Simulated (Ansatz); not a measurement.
Relaxation of H3MgNOSi (7 atoms, charge 0, multiplicity 1), to a largest force component of 0.015 eV/Å in at most 40 steps.

The calculation used Ansatz 0.2.0, RKS PBE0-D4/def2-SVP.

```xyz
7
Properties=species:S:1:pos:R:3
O -1.164 1.541 1.229
Si -0.018 0.400 0.991
N 0.998 -0.140 2.110
Mg 2.442 -1.144 2.858
H -1.741 1.819 0.525
H -0.316 0.172 -0.419
H 3.376 -1.442 4.131
```

Question: Where does it end, and by what steps?

Answer: The forces met the threshold. After 10 steps the energy has fallen by 0.399 eV; Mg4 moved furthest, 0.34 Å.

| step | energy less start (eV) | largest force component (eV/Å) | accepted |
| --- | --- | --- | --- |
| 0 | 0.0000 | 1.175 | yes |
| 1 | -0.2786 | 0.576 | yes |
| 2 | -0.3619 | 0.315 | yes |
| 3 | -0.3790 | 0.388 | yes |
| 4 | -0.3910 | 0.246 | yes |
| 5 | -0.3960 | 0.021 | yes |
| 6 | -0.3974 | 0.056 | yes |
| 7 | -0.3979 | 0.076 | yes |
| 8 | -0.3981 | 0.078 | yes |
| 9 | -0.3985 | 0.070 | yes |
| 10 | -0.3987 | 0.003 | yes |

```xyz
7
Properties=species:S:1:pos:R:3
O -1.133 1.549 1.355
Si -0.039 0.398 0.898
N 1.068 -0.267 1.801
Mg 2.299 -0.911 3.064
H -1.743 1.848 0.672
H -0.303 0.109 -0.541
H 3.429 -1.520 4.174
```

Whether the end is a true minimum wasn't checked by a vibrational analysis.

The run took 33 s on 1 thread of Arm Neoverse V2 (shared host), peak memory 0.15 GiB.
